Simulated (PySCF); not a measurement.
Correlation energy of V⁺ (vanadium, charge +1)

Starting occupation: [Ar] 3d3 4p1, 3d5/2 with m_j = +1/2, +3/2, +5/2, 4p3/2 with m_j = +3/2. Calculation: PySCF 2.14, in x2c-TZVPall-2c; X2C-1e with screened-nucleus spin-orbit coupling, Gaussian nucleus. Frozen: [Ne]; 12 electrons correlated; the 6 highest virtual spinors left out.

MP2 pair energies summed by pair of shells (mhartree):

```json
{"pair": "3p-3p", "energy": "-99.77", "share (%)": "39.3"}
{"pair": "3d-3p", "energy": "-83.64", "share (%)": "32.9"}
{"pair": "3p-3s", "energy": "-24.80", "share (%)": "9.8"}
{"pair": "3d-3d", "energy": "-14.71", "share (%)": "5.8"}
{"pair": "3d-3s", "energy": "-12.57", "share (%)": "4.9"}
{"pair": "3p-4p", "energy": "-7.84", "share (%)": "3.1"}
{"pair": "3d-4p", "energy": "-5.46", "share (%)": "2.2"}
{"pair": "3s-3s", "energy": "-4.87", "share (%)": "1.9"}
{"pair": "3s-4p", "energy": "-0.42", "share (%)": "0.2"}
```

Total MP2 correlation energy: -254.08 mhartree.

The GHF reference relaxed away from the jj start to a determinant that is no pure jj level (⟨S²⟩ = 6.00, ⟨J²⟩ = 42.00); the energies belong to that determinant.

This basis was not built for core-valence correlation, so the inner-shell part is incomplete.
